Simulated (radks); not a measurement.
The numbers below are computed, except where a source is named.
Q: Sn48+, configuration [He]. Code: a radial shooting solver on a logarithmic mesh with Libxc functionals. Model: scalar-relativistic Kohn-Sham, LDA (Slater exchange, Perdew-Wang correlation), spin-polarised, spherical densities, finite nucleus; Fermi nuclear charge, rms radius 4.6519 fm. Some entries of the table are withheld. Estimate them.

orbital  occ.  eigenvalue (eV)  r(max) (bohr)  <1/r> (bohr^-1)
1s          2        -33961.87            (1)            53.27
2s          0        -8361.048         0.1014            13.11
2p          0              (2)        0.07959              (3)

A: 
(1) 1s r(max) (bohr): 0.01874
(2) 2p eigenvalue (eV): -8088.798
(3) 2p <1/r> (bohr^-1): 12.57
